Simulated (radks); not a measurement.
As, configuration [Ar] 3d10 4s2 4p3 (the NIST ground configuration). Method: Dirac Kohn-Sham, BLYP, spin-unpolarised, spherical densities, finite nucleus; open shells fill j = l - 1/2 first; Fermi nuclear charge, rms radius 4.0968 fm; computed with a radial shooting solver on a logarithmic mesh with Libxc functionals.

Spin-orbit splittings of the eigenvalues, e(l+1/2) - e(l-1/2), with zeta = 2 splitting/(2l+1) and mean radii in bohr:

2p: occ. 6; splitting (eV) 36.59; zeta (eV) 24.40; <r> j=l-1/2 0.1746; <r> j=l+1/2 0.1783
3p: occ. 6; splitting (eV) 5.033; zeta (eV) 3.356; <r> j=l-1/2 0.6101; <r> j=l+1/2 0.6208
3d: occ. 10; splitting (eV) 0.7293; zeta (eV) 0.2917; <r> j=l-1/2 0.6761; <r> j=l+1/2 0.6809
4p: occ. 3; splitting (eV) 0.2746; zeta (eV) 0.1831; <r> j=l-1/2 2.535; <r> j=l+1/2 2.593
